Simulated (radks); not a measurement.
Results of a calculation; reference values are marked as such.
Task: All-electron atom: Lu in [Xe] 4f14 5d1 6s2. Code: a radial shooting solver on a logarithmic mesh with Libxc functionals. Model: Dirac Kohn-Sham, PBE, spin-unpolarised, spherical densities, finite nucleus; open shells fill j = l - 1/2 first; Fermi nuclear charge, rms radius 5.37 fm. Some entries of the table are withheld. Estimate them.

orbital  occ.  eigenvalue (Ry)  <1/r> (bohr^-1)  <r> (bohr)
1s1/2       2        -4640.957            82.18     0.01932
2s1/2       2        -789.5349            19.88     0.08125
2p1/2       2        -753.6965            19.86     0.06740
2p3/2       4        -671.5633            16.96     0.07502
3s1/2       2        -178.9107            7.291         (1)
3p1/2       2        -163.0301            7.208      0.2020
3p3/2       4        -145.5116            6.463      0.2162
3d3/2       4              (2)            6.352      0.1898
3d5/2       6              (3)            6.173      0.1942
4s1/2       2        -35.60468            3.053      0.4779
4p1/2       2        -29.13357            2.943      0.4850
4p3/2       4        -25.14805            2.684      0.5176
4d3/2       4        -14.50082            2.462      0.5409
4d5/2       6        -13.77318            2.399      0.5524
5s1/2       2         -4.46461            1.142       1.173
5p1/2       2         -2.67828            1.005       1.317
5p3/2       4         -2.17343           0.9125       1.431
4f5/2       6         -0.75640            1.844         (4)
4f7/2       8         -0.64452            1.812         (5)
6s1/2       2         -0.33869              (6)       3.656
5d3/2       1         -0.13722           0.4832       2.852
5d5/2       0         -0.11429           0.4556       3.038

Result: 
(1) 3s1/2 <r> (bohr): 0.2122
(2) 3d3/2 eigenvalue (Ry): -118.5157
(3) 3d5/2 eigenvalue (Ry): -114.6909
(4) 4f5/2 <r> (bohr): 0.7165
(5) 4f7/2 <r> (bohr): 0.7329
(6) 6s1/2 <1/r> (bohr^-1): 0.3444
